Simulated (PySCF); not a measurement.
Where the electron goes

Cl₂CrO₂ (singlet state).
Z-matrix (Å and degrees, PBE0-D3(BJ)/def2-SVP geometry), rows numbered from 1:
```
O 
Cr  1  1.5253
O   2  1.5244  1  108.75
Cl  2  2.1117  1  109.39  3   119.11
Cl  2  2.1093  1  109.01  3  -118.49
```

Level of theory: TDDFT CAM-B3LYP/def2-SVPD, vertical, gas phase, core orbitals frozen in the response (PySCF 2.14.0, density-fitted response routines).

Kohn–Sham orbitals with the atoms that hold most of them (Löwdin shares over 4%, at most four atoms; ? is withheld):

```csv
orbital,ε (eV),atoms
LUMO+2,-3.35,"Cr2 56%, Cl5 12%, Cl4 11%, O1 11%"
LUMO+1,-3.51,"Cr2 59%, O3 19%, O1 18%"
LUMO,-4.28,?
HOMO,?,?
HOMO-1,-11.28,"Cl5 43%, Cl4 43%, O1 7%, O3 6%"
HOMO-2,-11.44,"Cl4 32%, Cl5 32%, O1 18%, O3 18%"
HOMO-3,-12.26,"Cl4 36%, Cl5 36%, O1 10%, O3 10%"
```

(1) Which atoms hold the HOMO, and with what shares?

(2) Which atoms hold the LUMO, and with what shares?

(3) What is the HOMO energy, and the HOMO–LUMO gap?

## Answers

(1) Cl4 (bonded to Cr) 46%; Cl5 (bonded to Cr) 46%.

(2) Cr2 (bonded to 2 Cl and 2 O) 61%; Cl4 (bonded to Cr) 10%; Cl5 (bonded to Cr) 10%; O1 (bonded to Cr) 9%. By element: chromium 61%, chlorine 21%, oxygen 9% or more.

(3) ε(HOMO) = -11.14 eV; the gap is 6.86 eV (0.2522 hartree).

**Question.** The HOMO–LUMO gap is 6.86 eV. Where does the response calculation put the lowest singlet, and from which orbitals?

**Answer.** S1 is at 3.05 eV (f = 0.0000), 3.81 eV below the gap, made of HOMO-1→LUMO (98%). Its leading pair isn't HOMO and LUMO; the energies of that pair differ by 7.00 eV. 

**Question.** One configuration dominates each of S1 and S2. Which, and how do the shares of the two leading atoms of either orbital change from the occupied to the empty one?

**Answer.** 
- S1 (3.05 eV, f 0.0000), HOMO-1→LUMO (98%): Cl5 43% → 10%, Cl4 43% → 10%, Cr2 at most 2% → 61%; the Löwdin share of chromium is at most 2% in HOMO-1 and 61% in LUMO (ligand-to-metal charge transfer by this measure)
- S2 (3.08 eV, f 0.0015), HOMO-2→LUMO (88%): Cl4 32% → 10%, Cl5 32% → 10%, Cr2 at most 2% → 61%; the Löwdin share of chromium is at most 2% in HOMO-2 and 61% in LUMO (ligand-to-metal charge transfer by this measure)
